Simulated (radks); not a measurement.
Initial-state core-level shifts of the tellurium ion Te2+ when its valence configuration changes from [Kr] 4d10 5s2 5p2. All-electron calculation, Dirac Kohn-Sham, PBE, spin-unpolarised, spherical densities, finite nucleus; open shells fill j = l - 1/2 first; Fermi nuclear charge, rms radius 4.7423 fm. Program: a radial shooting solver on a logarithmic mesh with Libxc functionals. Shifts are changes of the shell-averaged eigenvalues in eV (positive: less bound); the change of the density at the nucleus, which sets a Mossbauer isomer shift, is in e/bohr^3, on a base of 2.28e+05.

| valence | 1s | 2s | 3p | 4p | density at nucleus |
|---|---|---|---|---|---|
| 4d10 5s1.5 5p2.5 | -0.785 | -0.765 | -0.773 | -0.757 | -32.56 |
| 4d10 5s1 5p3 | -1.559 | -1.519 | -1.536 | -1.504 | -65.79 |
| 4d9 5s2 5p3 | -9.380 | -9.931 | -9.488 | -7.716 | +24.71 |
| 4d10 5p4 | -3.077 | -2.997 | -3.034 | -2.968 | -134.13 |
| 4d9 5s1.5 5p3.5 | -10.128 | -10.662 | -10.227 | -8.431 | -11.09 |
| 4d9 5p5 | -12.320 | -12.802 | -12.392 | -10.527 | -122.14 |
| 4d8 5s2 5p4 | -18.964 | -20.126 | -19.151 | -15.371 | +50.59 |
| 4d9.5 5p4.5 | -7.671 | -7.864 | -7.689 | -6.752 | -128.29 |
| 4d9 5s0.5 5p4.5 | -11.598 | -12.097 | -11.678 | -9.837 | -84.53 |
